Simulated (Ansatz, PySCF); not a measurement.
Reaction (SMILES): C[Si](O)O → CO[SiH2][O]
Geometries: B3LYP-D3(BJ)/def2-TZVP minima from Ansatz (a program for electronic structure), one conformer each, not searched for the lowest.

Wanted: isomerisation energy (enthalpy at 298 K, with B3LYP-D3(BJ) rigid-rotor harmonic-oscillator terms from PySCF), in eV. Cores are frozen in the correlated levels unless marked. Open shells are spin-unrestricted. Spin-orbit coupling is left out. Non-relativistic. CBS(X,Y): correlation extrapolated as X^-3; Hartree-Fock from the larger set.

```
level                                        program  isomerisation energy (eV)
------------------------------------  --------------  -------------------------
HF/cc-pV(D+d)Z                                Ansatz                       1.07
HF/cc-pV(T+d)Z                                Ansatz                       1.24
BLYP-D4/def2-TZVPD                    Ansatz + dftd4                       1.88
B97M-V/def2-TZVPD                             Ansatz                       1.91
PBE0-D4/def2-TZVPD                    Ansatz + dftd4                       2.08
r2SCANh-D4/def2-TZVPD                 Ansatz + dftd4                       2.04
MP2/cc-pVTZ                                   Ansatz                       2.45
SCS-MP2/cc-pwCVTZ                             Ansatz                       2.13
CCSD(T)/STO-3G                                Ansatz                      -0.05
CCSD(T)/CBS(cc-pV(T+d)Z,cc-pV(Q+d)Z)          Ansatz                       2.14
```
